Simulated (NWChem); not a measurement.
Species: C3H5FSi; SMILES C#C[SiH2]CF

```xyz
10

C      0.8995    -2.4937    -0.0795
C      0.1623    -1.5305     0.0174
Si    -0.9331    -0.0674     0.1544
C     -0.0501     1.4808    -0.5036
F      1.0415     1.7818     0.2809
H      1.5511    -3.3459    -0.1627
H     -1.3051     0.1361     1.5831
H     -2.1627    -0.2878    -0.6655
H      0.2812     1.3248    -1.5459
H     -0.7456     2.3402    -0.5057
```
Atoms are numbered in this order, from 1.

Program: NWChem. Medium grid unless said otherwise, to which SCAN and Minnesota functionals are sensitive. All runs use the structure optimised with PBE0/def2-SVP. B3LYP is NWChem's, with the RPA form of VWN correlation.

Among these, which level gives the highest value of “orbital gap (eV)”?
(A) B3LYP/def2-TZVP
(B) M06-2X/def2-TZVP
(C) LDA (Slater exchange, VWN5)/def2-TZVP
(D) PBE/def2-TZVP

B, M06-2X/def2-TZVP. Values: LDA (Slater exchange, VWN5)/def2-TZVP 5.54; PBE/def2-TZVP 5.61; B3LYP/def2-TZVP 7.39; M06-2X/def2-TZVP 9.94
